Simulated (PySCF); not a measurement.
Compound: C₄H₃N₂O₂ (charge -1).
SMILES with atom numbers: `[O:1]=[C:2]([O-:3])[c:4]1[cH:5][n:6][cH:7][nH:8]1` (hydrogens: H9 on C5; H10 on C7; H11 on N8)

Structure optimised with GFN2-xTB, isolated species.

Question: List the bond lengths, angles and torsions at this level.

Answer: 
| bond | length (Å) |
| --- | --- |
| O1=C2 | 1.235 |
| C2–O3 | 1.246 |
| C2–C4 | 1.540 |
| C4–C5 | 1.371 |
| C5–N6 | 1.365 |
| N6–C7 | 1.310 |
| C7–N8 | 1.348 |
| C4–N8 | 1.366 |
| C5–H9 | 1.072 |
| C7–H10 | 1.075 |
| N8–H11 | 1.010 |

A selection of angles:
| angle | degrees |
| --- | --- |
| O1–C2–O3 | 130.0 |
| O1–C2–C4 | 117.4 |
| O3–C2–C4 | 112.6 |
| C2–C4–C5 | 138.0 |
| C2–C4–N8 | 117.4 |
| C5–C4–N8 | 104.6 |
| C4–C5–N6 | 110.7 |
| C4–C5–H9 | 128.6 |
| N6–C5–H9 | 120.7 |
| C5–N6–C7 | 105.3 |
| N6–C7–N8 | 111.6 |
| N6–C7–H10 | 124.7 |
| N8–C7–H10 | 123.7 |
| C7–N8–H11 | 131.7 |
| C4–N8–C7 | 107.8 |
| C4–N8–H11 | 120.4 |

Torsions: O1–C2–C4–C5 0° (synperiplanar).

C5 (aromatic CH next to a ring nitrogen) is planar (angles 128.6°, 120.7° and 110.7°, sum 360.0°, 0.00 Å off the plane of its three neighbours). The C–C distances run from 1.371 Å (C4–C5, aromatic) to 1.540 Å (C2–C4, drawn single), a spread of 0.169 Å. C7 (aromatic CH next to a ring nitrogen) is planar (angles 124.7°, 123.7° and 111.6°, sum 360.0°, 0.00 Å off the plane of its three neighbours). N8 (pyrrole-type nitrogen) is planar (angles 131.7°, 120.4° and 107.8°, sum 360.0°, 0.00 Å off the plane of its three neighbours). The 4 C–N bonds span 1.310 Å (N6–C7, aromatic) to 1.366 Å (C4–N8, aromatic), a spread of 0.056 Å. The 8 heavy atoms lie in one plane (0.001 Å rms). Of the pairs four or more bonds apart, O3···H11 is among the closest relative to their van der Waals radii: 2.30 Å, 85 % of the sum of Bondi's values.

Point group: Cs (tolerance 0.08 Å). GFN2-xTB frequencies: not computed here.
